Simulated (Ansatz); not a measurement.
H$_{3}$O$_{3}$Si (`O[Si](O)O`) radical, relaxed with UKS PBE0-D4/def2-TZVP in Ansatz 0.2.0 from a GFN2-xTB geometry. The force threshold is 0.005 eV/Å; the program also tests the step.

The species carries charge 0 and has multiplicity 2.

Start:

```xyz
7

O    -0.569   -1.241   -0.554
Si   -0.158   -0.113    0.574
O    -0.859    1.329    0.308
O     1.459    0.069    0.435
H    -1.485   -1.360   -0.785
H    -0.369    2.005   -0.164
H     1.981   -0.689    0.186
```

| step | energy (eV) | largest force (eV/Å) | largest move (Å) |
| --- | --- | --- | --- |
| 1 | -14063.5051 | 0.335 | 0.000 |
| 2 | -14063.5117 | 0.242 | 0.018 |
| 3 | -14063.5176 | 0.168 | 0.041 |
| 4 | -14063.5200 | 0.074 | 0.014 |
| 5 | -14063.5226 | 0.119 | 0.044 |
| 6 | -14063.5235 | 0.076 | 0.022 |
| 7 | -14063.5244 | 0.028 | 0.032 |
| 8 | -14063.5246 | 0.102 | 0.038 |
| 9 | -14063.5248 | 0.031 | 0.009 |
| 10 | -14063.5249 | 0.011 | 0.007 |
| 11 | -14063.5249 | 0.009 | 0.015 |
| 12 | -14063.5249 | 0.008 | 0.007 |
| 13 | -14063.5250 | 0.006 | 0.006 |
| 14 | -14063.5250 | 0.004 | 0.005 |
| 15 | -14063.5250 | 0.004 | 0.007 |

End:

```xyz
7

O    -0.584   -1.204   -0.673
Si   -0.197   -0.105    0.491
O    -0.859    1.375    0.262
O     1.430    0.101    0.403
H    -1.481   -1.545   -0.670
H    -0.262    2.064   -0.045
H     1.953   -0.686    0.232
```

Hardware: 2 threads of a server CPU on a shared host. Wall time 48 s, peak host memory 0.38 GiB.
